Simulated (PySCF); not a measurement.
## Working with the constants of KLi⁻

ROHF-CCSD(T) constants of KLi⁻, ²Σ⁺ (doublet), unpaired electrons σ ↑ (basis K aug-pcseg-1, Li aug-pcseg-1; no relativity; PySCF 2.14; masses 38.9637 and 7.0160 u):

```
ωe            : 137.0 cm⁻¹
ωexe          : 1.13 cm⁻¹
Be            : 0.19569 cm⁻¹
αe            : 0.00237 cm⁻¹
De to K + Li⁻ : 0.61 eV
```

Q: What force constant and bond length do these constants imply?

A: Reduced mass μred = 5.9454 u; k = 5.8918×10⁻⁷·μred·ωe² (u, cm⁻¹, mdyn/Å) = 0.0657 mdyn/Å; Re = √(16.8576/(μred·Be)) (u, cm⁻¹, Å) = 3.806 Å.

Q: Estimate the centrifugal constant D from the Kratzer relation and find the Dunham coefficient a1.

A: D = 4Be³/ωe² = 1.6e-06 cm⁻¹; a1 = −1 − αeωe/(6Be²) = -2.41.

Correlated steps freeze 5 core orbitals. Correlated levels converge slowly with the basis: in double zeta they bind strong bonds too weakly, by up to about 1 eV, and carry superposition errors of some tenths. For an ion De counts to the pair picked by the measured ionisation energies or electron affinities, which need not be the lowest pair at this level. The state was picked by a PBE0 search and need not be the measured ground state.
